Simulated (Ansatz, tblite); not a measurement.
Removing and adding an electron: the cluster K₄H₄. Total charge 0; singlet. Geometry: r2SCAN-D4/def2-SVP. Ansatz, gas phase; energy differences of separate SCF runs; the oxidised species was run as a doublet alone; the reduced species was run as a doublet alone.

```xyz
8

K    -1.3614   -1.6184    0.9510
K     1.9126   -0.9994   -0.8477
K    -1.1431    1.0608   -1.7164
K     0.5922    1.5573    1.6128
H     1.1068   -1.0272    1.6622
H    -1.8520    0.9681    0.8208
H    -0.5733   -1.5084   -1.5617
H     1.3182    1.5673   -0.9210
```

The xTB rows come from tblite. HOMO above LUMO, or a gap near zero within one spin, warns that the state may not be the lowest or that an electron is smeared out. The structure comes from a short search, and lower isomers may exist.

```tsv
level	−HOMO (eV)	vertical IE (eV)	−LUMO (eV)	vertical EA (eV)	HOMO–LUMO gap (eV)	IE − EA (eV)	remarks
GFN1-xTB	13.27	14.56	7.05	5.97	6.22	8.59	–
GFN2-xTB	9.65	11.14	6.66	4.75	2.99	6.39	–
PBE-D4/def2-TZVP	3.60	5.88	0.61	–	3.00	–	gap within one spin near zero (+1 doublet)
PBE-D4/def2-TZVPD	3.61	–	0.63	0.15	2.99	–	HOMO above zero (-1 doublet), gap within one spin near zero (-1 doublet)
r2SCAN-D4/def2-TZVP	3.74	5.90	-0.06	–	3.80	–	gap within one spin near zero (+1 doublet)
r2SCAN-D4/def2-TZVPD	3.73	–	0.02	-0.12	3.72	–	HOMO above zero (-1 doublet), gap within one spin near zero (-1 doublet)
PBE0-D4/def2-TZVP	4.62	6.25	0.15	–	4.47	–	–
PBE0-D4/def2-TZVPD	4.62	–	0.18	0.03	4.43	–	HOMO above zero (-1 doublet)
```

   A HOMO above zero means that the electron is unbound at that level or that self-interaction error raises the level; the energy of removing that electron tells which. Raw xTB energy differences between charge states are shifted by several eV; the methods need an empirical correction for them. A negative affinity means that the extra electron isn't bound; its size then hangs on the basis.
